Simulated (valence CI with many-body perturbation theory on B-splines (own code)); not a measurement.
# Sb⁴⁵⁺: E2, E3, M1, M2 decay

Level of theory: configuration interaction combined with many-body perturbation theory (CI+MBPT): four valence electrons over a frozen Dirac-Fock core [He], a basis of 11 s, 11 p, 10 d, 8 f, 5 g, 2 h functions for each j, with the one-electron correlation potential Σ1, the two-electron term Σ2, the three-electron term Σ3, Breit, model QED; selected CI, second order for the rest, scaled by the run's own slope (own B-spline code, finite nucleus).

The last digits are not significant, and no measured levels were compared; by estimate large intervals hold to a few tenths of a per cent, small ones and those within an open d or f shell to about a per cent. Among the levels kept, up to 840 cm⁻¹ of a level comes from second order outside the variational space, and about a tenth of that is noise between levels of different J, which matters for small intervals.

Lines 1 to 50 of 67 in falling wavelength, among levels below 5519.7 eV, chosen from the decays that carry over 1 % of a level's rate. Wavelengths and rates use the calculated energies. Electric multipoles are in the length gauge with retardation, E1 and E2 with the static RPA response of the core. M1 uses the relativistic operator with retardation. Weak lines are less certain than strong ones. Lines between different terms over intervals too small for the method are left out, as are lines whose strength nearly cancels. The highest levels of a list are the least certain.

Levels are named by their leading jj configuration (3d3/2^4 stands for four electrons in 3d with j = 3/2), which in mixed levels can hold well under half, so a name can repeat and another be missing. Letters in brackets count levels of one name in rising energy.

```
λ vac (nm)                           Upper                       Lower  Type   A (s⁻¹)  Branch %
     82.89          (2s^2 2p1/2 2p3/2) J=2      (2s^2 2p1/2 2p3/2) J=1    M1  9.19e+03       7.1
     4.847          (2s^2 2p1/2 2p3/2) J=1          (2s^2 2p1/2^2) J=0    M1  1.11e+08     100.0
     4.640              (2s^2 2p3/2^2) J=2      (2s^2 2p1/2 2p3/2) J=2    M1  9.40e+07      32.5
     4.579          (2s^2 2p1/2 2p3/2) J=2          (2s^2 2p1/2^2) J=0    E2  1.20e+05      92.9
     4.394              (2s^2 2p3/2^2) J=2      (2s^2 2p1/2 2p3/2) J=1    M1  9.66e+07      33.4
     3.878              (2s^2 2p3/2^2) J=0      (2s^2 2p1/2 2p3/2) J=1    M1  2.59e+08      66.7
    0.3164          (2s^2 2p3/2 3d5/2) J=4            (2s 2p3/2^3) J=2    E2  5.88e+08       3.2
    0.2985          (2s^2 2p3/2 3d5/2) J=4  (2s 2p1/2 2p3/2^2) J=2 [b]    E2  3.80e+08       2.1
    0.2945          (2s^2 2p1/2 3p1/2) J=1      (2s^2 2p1/2 2p3/2) J=2    E2  1.46e+11      27.3
    0.2945          (2s^2 2p3/2 3d5/2) J=4      (2s 2p1/2 2p3/2^2) J=3    E2  1.25e+09       6.8
    0.2944          (2s 2p1/2^2 3p1/2) J=0      (2s 2p1/2^2 2p3/2) J=2    E2  2.76e+11       9.7
    0.2939      (2s 2p1/2 2p3/2 3p3/2) J=4  (2s 2p1/2 2p3/2^2) J=2 [b]    E2  6.57e+09       2.2
    0.2935          (2s^2 2p1/2 3p1/2) J=1      (2s^2 2p1/2 2p3/2) J=1    E2  1.42e+11      26.6
    0.2931          (2s^2 2p3/2 3p1/2) J=1          (2s^2 2p3/2^2) J=2    E2  1.26e+11       1.7
    0.2927          (2s^2 2p1/2 3p1/2) J=0      (2s^2 2p1/2 2p3/2) J=2    E2  2.71e+11      15.0
    0.2918          (2s 2p3/2^2 3p3/2) J=4            (2s 2p3/2^3) J=2    E2  4.16e+10      10.9
    0.2916          (2s 2p3/2^2 3p1/2) J=0            (2s 2p3/2^3) J=2    E2  1.59e+11      21.5
    0.2900      (2s 2p1/2 2p3/2 3p3/2) J=4      (2s 2p1/2 2p3/2^2) J=3    E2  7.58e+10      25.4
    0.2897  (2s 2p1/2 2p3/2 3p3/2) J=0 [b]  (2s 2p1/2 2p3/2^2) J=2 [b]    E2  1.35e+11       5.4
    0.2893  (2s 2p1/2 2p3/2 3p3/2) J=1 [d]  (2s 2p1/2 2p3/2^2) J=2 [b]    E2  8.04e+10       1.6
    0.2886  (2s 2p1/2 2p3/2 3p3/2) J=1 [d]  (2s 2p1/2 2p3/2^2) J=1 [a]    E2  6.40e+10       1.2
    0.2884          (2s 2p1/2^2 3p3/2) J=2      (2s 2p1/2^2 2p3/2) J=2    E2  9.70e+10       1.9
    0.2883          (2s^2 2p1/2 3p3/2) J=2      (2s^2 2p1/2 2p3/2) J=2    E2  9.70e+10      11.6
    0.2878      (2s 2p1/2 2p3/2 3p3/2) J=4  (2s 2p1/2 2p3/2^2) J=2 [a]    E2  4.60e+09       1.5
    0.2873          (2s^2 2p1/2 3p3/2) J=2      (2s^2 2p1/2 2p3/2) J=1    E2  4.37e+10       5.2
    0.2871          (2s 2p3/2^2 3p3/2) J=0            (2s 2p3/2^3) J=2    E2  6.33e+10       3.1
    0.2862          (2s^2 2p3/2 3p3/2) J=0          (2s^2 2p3/2^2) J=2    E2  2.60e+11       2.2
    0.2852      (2s 2p1/2 2p3/2 3d5/2) J=5      (2s 2p1/2 2p3/2^2) J=3    M2  3.68e+09      29.2
    0.2852      (2s 2p1/2 2p3/2 3d5/2) J=5      (2s 2p1/2 2p3/2^2) J=3    E3  1.59e+08       1.3
    0.2837  (2s 2p1/2 2p3/2 3p3/2) J=0 [b]  (2s 2p1/2 2p3/2^2) J=2 [a]    E2  4.60e+10       1.8
    0.2834          (2s^2 2p3/2 3d5/2) J=4          (2s^2 2p3/2^2) J=2    M2  3.46e+09      18.9
    0.2834          (2s^2 2p3/2 3d5/2) J=4          (2s^2 2p3/2^2) J=2    E3  2.33e+08       1.3
    0.2764          (2s^2 2p3/2 3d5/2) J=4      (2s 2p1/2^2 2p3/2) J=2    E2  2.10e+09      11.5
    0.2730          (2s 2p3/2^2 3p3/2) J=4      (2s 2p1/2 2p3/2^2) J=3    E2  7.52e+10      19.6
    0.2724      (2s 2p1/2 2p3/2 3p3/2) J=4      (2s 2p1/2^2 2p3/2) J=2    E2  1.55e+11      51.7
    0.2724          (2s 2p3/2^2 3p3/2) J=0  (2s 2p1/2 2p3/2^2) J=2 [b]    E2  1.57e+11       7.8
    0.2718  (2s 2p1/2 2p3/2 3p3/2) J=1 [d]      (2s 2p1/2^2 2p3/2) J=1    E2  9.85e+10       1.9
    0.2718      (2s 2p3/2^2 3p3/2) J=2 [c]  (2s 2p1/2 2p3/2^2) J=1 [b]    E2  5.87e+10       1.0
    0.2716      (2s 2p3/2^2 3p3/2) J=2 [c]  (2s 2p1/2 2p3/2^2) J=2 [b]    E2  6.44e+10       1.1
    0.2713          (2s^2 2p1/2 3p3/2) J=2          (2s^2 2p1/2^2) J=0    E2  1.30e+11      15.5
    0.2711          (2s 2p3/2^2 3p3/2) J=4  (2s 2p1/2 2p3/2^2) J=2 [a]    E2  1.19e+11      31.0
    0.2695          (2s^2 2p3/2 3p3/2) J=0      (2s^2 2p1/2 2p3/2) J=2    E2  1.46e+11       1.2
    0.2682      (2s 2p1/2 2p3/2 3d5/2) J=5      (2s 2p1/2^2 2p3/2) J=2    E3  4.23e+08       3.4
    0.2671          (2s^2 2p3/2 3d5/2) J=4      (2s^2 2p1/2 2p3/2) J=2    M2  1.26e+09       6.9
    0.2663          (2s^2 2p3/2 3d5/2) J=4      (2s^2 2p1/2 2p3/2) J=1    E3  2.80e+08       1.5
    0.2609       (2p1/2 2p3/2^2 3d3/2) J=4  (2s 2p1/2 2p3/2^2) J=2 [b]    E2  1.03e+11       7.2
    0.2608       (2p1/2 2p3/2^2 3d5/2) J=4  (2s 2p1/2 2p3/2^2) J=2 [b]    E2  3.53e+11      25.5
    0.2606       (2p1/2^2 2p3/2 3d3/2) J=2      (2s 2p1/2^2 2p3/2) J=1    E2  3.03e+11       1.5
    0.2604      (2s 2p1/2 2p3/2 3d3/2) J=4      (2s^2 2p1/2 2p3/2) J=2    E2  2.68e+11      73.6
    0.2603       (2p1/2^2 2p3/2 3d3/2) J=3      (2s 2p1/2^2 2p3/2) J=1    E2  2.55e+11       6.3
```
